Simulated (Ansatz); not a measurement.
Geometry optimisation, Ansatz 0.2.0, RKS PBE-D4/def2-SVP.

Input file:

```yaml
crystal:
  periodic: [false, false, false]
  atoms:
    - { symbol: C, position_ang: [-1.0019, -0.2918, 0.5228] }
    - { symbol: C, position_ang: [0.2934, 0.435, 0.3016] }
    - { symbol: C, position_ang: [1.1915, -0.442, -0.539] }
    - { symbol: Zn, position_ang: [-0.7203, 0.0089, -2.0176] }
    - { symbol: Se, position_ang: [0.0359, 2.1314, -0.6308] }
    - { symbol: H, position_ang: [-1.7171, 0.4234, 1.1104] }
    - { symbol: H, position_ang: [-0.8871, -1.2015, 1.0629] }
    - { symbol: H, position_ang: [-1.4977, -0.438, -0.4731] }
    - { symbol: H, position_ang: [0.7691, 0.6534, 1.333] }
    - { symbol: H, position_ang: [2.1977, 0.0706, -0.6664] }
    - { symbol: H, position_ang: [1.402, -1.4063, 0.0168] }
basis:
  gaussian: { orbitals: def2-SVP }
hamiltonian:
  xc: pbe
  dispersion: d4
relax:
  f_tol: 0.015
  max_steps: 40
```

Launched with:

```bash
$ ansatz run input.yaml --threads 2 --pin off --max-ram 3072MiB --backend cpu --events-out ev --progress --plain --runs-dir out
```

Problem. Where does it end, and by what steps?

Solution. It converged. After 11 steps the energy has fallen by 1.694 eV; Zn4 moved furthest, 1.21 Å. Parted: Zn4–H8.

| step | energy less start (eV) | largest force component (eV/Å) | accepted |
| --- | --- | --- | --- |
| 0 | 0.0000 | 3.119 | yes |
| 1 | -0.7795 | 1.670 | yes |
| 2 | -1.2027 | 1.132 | yes |
| 3 | -1.4367 | 0.368 | yes |
| 4 | -1.5721 | 0.292 | yes |
| 5 | -1.6514 | 0.126 | yes |
| 6 | -1.6837 | 0.200 | yes |
| 7 | -1.6299 | 0.967 | no |
| 8 | -1.6925 | 0.080 | yes |
| 9 | -1.6935 | 0.053 | yes |
| 10 | -1.6936 | 0.031 | yes |
| 11 | -1.6937 | 0.005 | yes |

```xyz
11
Properties=species:S:1:pos:R:3
C -1.060 -0.297 0.716
C 0.190 0.430 0.240
C 1.119 -0.467 -0.601
Zn 0.385 0.462 -2.215
Se -0.349 2.154 -0.771
H -1.734 0.371 1.286
H -0.786 -1.159 1.364
H -1.634 -0.689 -0.151
H 0.754 0.866 1.095
H 2.186 -0.178 -0.535
H 0.996 -1.550 -0.408
```

Time of the run: 25 s on 2 threads of Intel(R) Xeon(R) 6975P-C (Granite Rapids), with other jobs on the host, peak memory 0.22 GiB.
